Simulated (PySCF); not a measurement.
**A small calculation by hand: oscillator strength and radiative lifetime**

C3H2BrF, SMILES C=C=C(F)Br.

Geometry: PBE0-D3(BJ)/def2-SVP.

TDDFT-ωB97X/def2-SVPD (PySCF) puts the first singlet state with f over 0.02 at 6.40 eV (vertical), with the transition dipole (-0.138, 0.374, 0.000) in atomic units.

### Question
Find the oscillator strength, the wavelength and the radiative lifetime that this transition would have in vacuum if emission retraced absorption.

### Answer

|μ|² = 0.1589 au, so |μ| = 1.01 D. ΔE = 6.40/27.211 = 0.2352 hartree. f = (2/3) ΔE |μ|² = 0.025 (the program prints 0.025).
λ = 1239.84/6.40 = 194 nm; ν = 51619 cm⁻¹.
Einstein's coefficient A = 0.6670 ν² f s⁻¹ (ν in cm⁻¹) = 4.4e7 s⁻¹, so τ = 1/A = 23 ns. This state is S3; the lower singlets have f = 0.000, 0.000. The figure is the radiative limit of this one transition; relaxation, internal conversion, crossing to triplets and a medium change what is measured.
